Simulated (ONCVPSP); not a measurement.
**Pseudopotential generation for Re: ONCV, Wu-Cohen, scalar-relativistic.**

ONCVPSP 4.0.1 input, shortened (lines: element, Z, core and valence counts, functional; n l f; lmax; l rc ep ncon nbas qcut; lloc lpopt rc5 dvloc0; l nproj debl; icmod fcfact rcfact), Wu-Cohen, scalar-relativistic:

```
  Re 75.00    9    5  -118130      upf
    1    0    2.00
    2    0    2.00
    2    1    6.00
    3    0    2.00
    3    1    6.00
    3    2   10.00
    4    0    2.00
    4    1    6.00
    4    2   10.00
    4    3   13.50
    5    0    2.00
    5    1    6.00
    5    2    5.50
    6    0    2.00
    3
    0    1.60    0.00    4    7    9.60
    1    1.15    0.00    3    6    5.70
    2    1.55    0.00    4    7    6.00
    3    1.00    0.00    3    7   14.70
    4    5    0.85    6.00
    0    2    1.80
    1    3    3.90
    2    2    3.40
    3    2    1.80
    1    0.45    0.00
```

All-electron outer shells of the reference configuration (Wu-Cohen, scalar-relativistic, ld1.x):

```
shell  level (eV)  outermost node (bohr)  outermost maximum (bohr)
   4d     -260.38                   0.21                      0.44
   5s      -87.28                   0.52                      0.93
   5p      -48.48                   0.56                      1.05
   4f      -47.03                      –                      0.41
   6s       -6.04                   1.23                      2.54
   5d       -5.90                   0.61                      1.39
```

Question: Does the potential have ghost states?

Answer: Ghosts flagged at negative energy: s at -111.3 eV; GHOST(+) flagged for p at 430.7 eV. A true bound ghost makes a file unfit for plane-wave use.

Question: Tests: 4f14 5s2 5p6 5d5 6s2; 4f14 5s2 5p6 5d5 6s1; 4f14 5s2 5p6 5d5 6s0; 4f14 5s2 5p6 5d5 6s0 6p2. Which has the largest error in its energy relative to the reference configuration, and how large is it?

Answer: 4f14 5s2 5p6 5d5 6s0, with +59 meV (all-electron minus pseudo) on +6.12 eV.
